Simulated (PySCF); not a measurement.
**1,2-elimination**

Start structure (SnH₄S₂, closed shell), relaxed at PBE0-D4/def2-TZVP:

```
7
angstrom
Sn -0.4915 -0.3503 0.3755
S 1.7600 -1.0907 -0.0020
S -0.8445 1.7577 -0.7148
H -0.4800 1.2848 -1.9183
H -1.4706 -1.5759 -0.2867
H -0.7858 -0.0414 2.0235
H 2.2975 0.0258 0.5174
```

The step: SnH₄S₂ ([SH][SnH2][SH]) → SnH₂S ([S][SnH2]) + H₂S (still joined by a long Sn–S bond); bonds formed: S2–H4; bonds broken: S3–H4; bonds weakened to dative contacts: Sn1–S2. PySCF 2.14 with density fitting (its default auxiliary sets; JK sets also for MP2 and CCSD(T)); basis: def2-TZVPP and def2-QZVPP; cores frozen in the correlated methods. Filled d shells of the heavier atoms are correlated. Core potentials replace the inner electrons of the atoms past krypton. The def2 sets are not built for correlating such inner shells, so the correlated values are less sure here. Extrapolation: Hartree–Fock as exp(−7.88 √X), correlation as X^−2.97. Energies below are by CCSD(T) at an estimated basis limit (MP2 extrapolated from triple and quadruple zeta, plus CCSD(T) − MP2 in triple zeta).

Q: What are the electronic barrier and the energy of the step, from the start structure to the end structure? (An estimate is asked for; the value comes from the calculation.)

A: By the calculation: Barrier 35.74 kcal/mol; step energy 31.57 kcal/mol (uphill); reverse barrier, their difference, 4.17 kcal/mol. Barrier and step energy count from the start structure, the reverse barrier from the end structure.

The saddle point: One imaginary mode of 397i cm⁻¹.
```tsv
pair	start (Å)	saddle (Å)	end (Å)
S2–H4	3.79	1.47	1.35
Sn1–S2	2.40	2.67	2.87
S3–H4	1.34	2.03	3.51
```

Zero-point energy (harmonic, PBE0-D4): ZPE is 20.12 kcal/mol at the start and 18.75 kcal/mol at the saddle, so the barrier goes from 35.74 to 34.38 kcal/mol.

First-order rate constant out of the start structure at 298 K by transition-state theory, with harmonic vibrational free energies alone and no tunnelling: ΔA‡ = 35.27 kcal/mol, so k = (kB T/h) exp(−ΔA‡/kB T) ≈ 10^-13 s⁻¹ (an order of magnitude at best: rotation, the number of equivalent paths and anharmonicity are left out).

T1 diagnostic: at most 0.017.

Labels in which every atom is bracketed show which atoms are joined, not bond orders.

For scale, one of the runs: CCSD(T)/def2-TZVPP, 190 basis functions, launched by `OMP_NUM_THREADS=4 python run.py`. Hardware: 4 CPU threads of an Arm Neoverse V2, shared host. Wall time 6.6 min; peak host memory 2.4 GiB.
